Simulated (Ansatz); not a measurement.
CH$_{7}$BOSSi, SMILES `OBCS[SiH3]`, relaxed with RKS PBE0-D4/def2-TZVP in Ansatz 0.2.0 from a PBE-D4/def2-SVP geometry. The force threshold is 0.005 eV/Å; the program also tests the step.

Total charge 0; spin multiplicity 1.

Start:

```xyz
12

O     0.177    1.509    2.569
B    -0.645    0.971    1.629
C    -0.014    0.545    0.244
S    -0.615   -1.163   -0.144
Si    0.446   -1.496   -1.985
H    -0.300    1.752    3.384
H    -1.839    0.832    1.852
H     1.095    0.580    0.266
H    -0.372    1.242   -0.547
H     0.069   -0.475   -3.029
H     1.939   -1.427   -1.789
H     0.057   -2.871   -2.451
```

```tsv
step	energy (eV)	largest force (eV/Å)	largest move (Å)
1	-22579.8604	0.605	0.000
2	-22579.9033	0.175	0.041
3	-22579.9071	0.053	0.017
4	-22579.9075	0.040	0.009
5	-22579.9077	0.016	0.003
6	-22579.9078	0.036	0.012
7	-22579.9078	0.005	0.005
```

End:

```xyz
12

O     0.182    1.491    2.539
B    -0.643    0.963    1.609
C    -0.025    0.522    0.235
S    -0.618   -1.164   -0.148
Si    0.443   -1.477   -1.961
H    -0.270    1.747    3.347
H    -1.819    0.847    1.834
H     1.066    0.546    0.258
H    -0.374    1.201   -0.551
H     0.067   -0.454   -2.975
H     1.912   -1.391   -1.743
H     0.078   -2.832   -2.443
```

Run time 35 s (4 threads of a server CPU on a shared host); peak host memory 0.61 GiB.
